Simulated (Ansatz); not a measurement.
C₄H₉B (`CC1CBC1`), relaxed with RKS PBE0-D4/def2-TZVP in the Gaussian-basis code of Ansatz from a PBE-D4/def2-SVP geometry. The force threshold is 0.005 eV/Å; the program also tests the step.

The species carries charge 0 and has multiplicity 1.

Start:

```xyz
14

C     0.028    0.633   -1.599
C    -0.450    0.145   -0.236
C    -0.049   -1.302    0.217
B     0.136   -0.675    1.657
C     0.188    0.783    1.047
H    -0.422    0.042   -2.424
H    -0.233    1.700   -1.764
H     1.132    0.541   -1.683
H    -1.555    0.247   -0.176
H    -0.733   -2.152    0.018
H     0.944   -1.568   -0.213
H     0.065   -1.117    2.790
H    -0.298    1.654    1.531
H     1.246    1.068    0.836
```

**Question.** By how much does the energy fall, and how many steps does the optimiser take? (Estimate.)

**Answer.** Computed: 1.23 kcal/mol, in 9 steps, 1 of them rejected.

**Question.** Which bonds change most? (Estimate.)

**Answer.** The calculation gave: B4–H12 from 1.218 to 1.197 Å; C5–H13 from 1.109 to 1.092 Å; C3–H10 from 1.109 to 1.092 Å; C5–H14 from 1.115 to 1.098 Å.

**Question.** Give the relaxed structure. (Best estimate.)

**Answer.** Computed: 
```xyz
14

C     0.020    0.627   -1.582
C    -0.444    0.141   -0.227
C    -0.032   -1.294    0.213
B     0.123   -0.668    1.644
C     0.205    0.777    1.037
H    -0.429    0.042   -2.390
H    -0.242    1.678   -1.739
H     1.107    0.537   -1.667
H    -1.532    0.237   -0.156
H    -0.701   -2.132    0.008
H     0.951   -1.534   -0.215
H    -0.001   -1.096    2.755
H    -0.270    1.639    1.509
H     1.245    1.046    0.811
```
